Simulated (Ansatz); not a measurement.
`BCS[SiH2][SiH3]`. The species carries charge 0 and has multiplicity 1.

```xyz
14

B    -1.6716    1.9965   -1.4497
C    -0.6491    1.2373   -0.5615
S     0.6047    0.2987   -1.4837
Si    1.6913   -0.5652    0.1360
Si    0.3653   -2.0802    1.3328
H    -1.6837    1.9039   -2.6407
H    -2.4825    2.6845   -0.9000
H    -1.2358    0.5705    0.0875
H    -0.1725    1.9490    0.1247
H     2.1922    0.5023    1.0497
H     2.8515   -1.2641   -0.4771
H    -0.9049   -1.4259    1.7540
H     0.0306   -3.2456    0.4724
H     1.0644   -2.5617    2.5557
```

Problem. List the harmonic frequencies (cm⁻¹, unscaled) at PBE0-D4/def2-TZVP in Ansatz. (An estimate is asked.)

Solution. The calculation gave: 45, 64, 89, 106, 115, 146, 283, 355, 410, 501, 521, 529, 573, 646, 712, 771, 872, 890, 916, 936, 940, 979, 1003, 1134, 1191, 1259, 1381, 2187, 2209, 2216, 2225, 2231, 2586, 2674, 3013, 3055.

Problem. Is this a minimum?

Solution. Yes, all 36 modes are real.

Problem. Give the ideal-gas thermochemistry at 298.15 K and 1 bar (rigid rotor, harmonic oscillator; point group C1, symmetry number 1).

Solution. Zero-point energy 237.8 kJ/mol; H(298) − E = 266.5 kJ/mol; entropy 414.3 J/(mol·K), of which translation 168.6, rotation 119.6, vibration 126.1; G(298) − E = 142.9 kJ/mol. Modes under 100 cm⁻¹ are hindered rotations or soft bends, so the harmonic entropy is rough.

Problem. And at 400, 500, 600, 800 and 1000 K?

Solution. 
```csv
T (K),H − E (kJ/mol),S (J/mol/K),G − E (kJ/mol)
400,283.1,462.2,98.3
500,302.1,504.3,49.9
600,323.0,542.5,-2.5
800,369.7,609.5,-117.9
1000,421.1,666.8,-245.6
```

Problem. Rotational constants (cm⁻¹)?

Solution. 0.1296, 0.0407, 0.03403.
